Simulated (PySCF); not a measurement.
Q: What does the PBE0-D3(BJ)/def2-SVP structure of InChI=1S/C5H11BF2S/c1-9(5(7)8)6-4-2-3-4/h4-5H,2-3,6H2,1H3/t9-/m0/s1 look like in three dimensions?

A: 
Z-matrix in Å and degrees, rows numbered from 1:
```
C 
S   1  1.8002
B   2  1.9902  1  107.31
C   3  1.5859  2  112.16  1   -51.22
C   4  1.5091  3  121.70  2   -84.82
C   5  1.4936  4   60.41  3  -105.13
C   2  1.8331  1   99.57  3  -109.30
F   7  1.3386  2  109.37  1   -83.54
F   7  1.3340  2  111.53  1    35.73
H   1  1.0966  2  110.00  3    51.33
H   1  1.0977  2  105.75  3   -67.59
H   1  1.0975  2  109.51  3   173.94
H   3  1.2248  2   97.86  1    72.49
H   3  1.2268  2   99.02  1  -173.30
H   4  1.0977  3  117.69  2    65.52
H   5  1.0951  4  118.26  6   107.54
H   5  1.0938  4  118.68  6  -107.98
H   6  1.0938  4  118.48  5   108.00
H   6  1.0940  4  117.59  5  -108.39
H   7  1.1020  2  107.16  1   156.55
```

S2 (sulfur bonded to B and 2 C) is pyramidal (angles 107.3°, 105.2° and 99.6°, sum 312.0°, 0.78 Å off the plane of its three neighbours). The 2 C–S bonds span 1.800 Å (C1–S2, drawn single) to 1.833 Å (S2–C7, drawn single), a spread of 0.033 Å. B3 (four-coordinate boron) is distorted tetrahedral (angles from 97.9° to 117.2°). The 3-membered ring C4–C5–C6 has internal angles of 59.3° to 60.4°.

Theory: PySCF 2.14.0, PBE0-D3(BJ)/def2-SVP geometry optimisation, gas phase.

Point group: C1 (no symmetry element, even within 0.4 Å). Whether it is a minimum is left open (no frequencies). The numbers are those of one conformer (C1–S2–B3–C4 -51°, S2–B3–C4–C5 -85°, C1–S2–C7–F8 -84°).

The run took 4.9 min of wall time on one thread of an Arm Neoverse V2, no GPU, shared host, and the process peaked at 0.91 GiB of memory. That covers the optimisation of the geometry.
